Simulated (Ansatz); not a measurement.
C$_{3}$H$_{7}$FSn (`[F][SnH]1[CH2]C[CH2]1`), relaxed with RKS PBE-D4/def2-SVP in the Gaussian-basis code of Ansatz from a rough embedded geometry. The force threshold is 0.03 eV/Å; the program also tests the step.

The species carries charge 0 and has multiplicity 1. Sn: def2 effective core potential.

Start:

```xyz
12

F     0.615   -1.403   -2.554
Sn    0.897    0.048   -1.292
C    -0.918    0.583   -0.373
C    -0.698    0.010    1.041
C     0.735   -0.618    0.747
H     2.042    1.359   -1.592
H    -1.831    0.146   -0.858
H    -1.063    1.734   -0.264
H    -1.388   -0.797    1.201
H    -0.639    0.750    1.783
H     1.510   -0.124    1.355
H     0.737   -1.689    0.804
```

```json
{"step": "1", "energy (eV)": "-11760.6884", "largest force (eV/Å)": "4.577", "largest move (Å)": "0.000"}
{"step": "2", "energy (eV)": "-11761.4771", "largest force (eV/Å)": "1.247", "largest move (Å)": "0.192"}
{"step": "3", "energy (eV)": "-11761.5904", "largest force (eV/Å)": "0.789", "largest move (Å)": "0.133"}
{"step": "4", "energy (eV)": "-11761.6057", "largest force (eV/Å)": "0.533", "largest move (Å)": "0.037"}
{"step": "5", "energy (eV)": "-11761.6152", "largest force (eV/Å)": "0.132", "largest move (Å)": "0.029"}
{"step": "6", "energy (eV)": "-11761.6174", "largest force (eV/Å)": "0.105", "largest move (Å)": "0.030"}
{"step": "7", "energy (eV)": "-11761.6198", "largest force (eV/Å)": "0.067", "largest move (Å)": "0.042"}
{"step": "8", "energy (eV)": "-11761.6225", "largest force (eV/Å)": "0.192", "largest move (Å)": "0.088"}
{"step": "9", "energy (eV)": "-11761.6254", "largest force (eV/Å)": "0.282", "largest move (Å)": "0.087"}
{"step": "10", "energy (eV)": "-11761.6321", "largest force (eV/Å)": "0.271", "largest move (Å)": "0.075"}
{"step": "11", "energy (eV)": "-11761.6503", "largest force (eV/Å)": "0.136", "largest move (Å)": "0.156"}
{"step": "12 (rejected)", "energy (eV)": "-11761.3108", "largest force (eV/Å)": "1.749", "largest move (Å)": "0.137"}
{"step": "13", "energy (eV)": "-11761.6535", "largest force (eV/Å)": "0.026", "largest move (Å)": "0.043"}
{"step": "14", "energy (eV)": "-11761.6536", "largest force (eV/Å)": "0.078", "largest move (Å)": "0.098"}
{"step": "15", "energy (eV)": "-11761.6546", "largest force (eV/Å)": "0.021", "largest move (Å)": "0.044"}
```

End:

```xyz
12

F     0.919   -1.114   -2.653
Sn    0.926    0.209   -1.186
C    -1.090    0.572   -0.378
C    -0.569    0.130    1.017
C     0.704   -0.732    0.792
H     2.110    1.371   -1.709
H    -1.765   -0.173   -0.848
H    -1.565    1.571   -0.431
H    -1.344   -0.408    1.607
H    -0.299    1.031    1.608
H     1.494   -0.653    1.563
H     0.479   -1.804    0.615
```

Run time 20 s (4 threads of an Arm Neoverse V2 on a shared host); peak host memory 0.17 GiB.
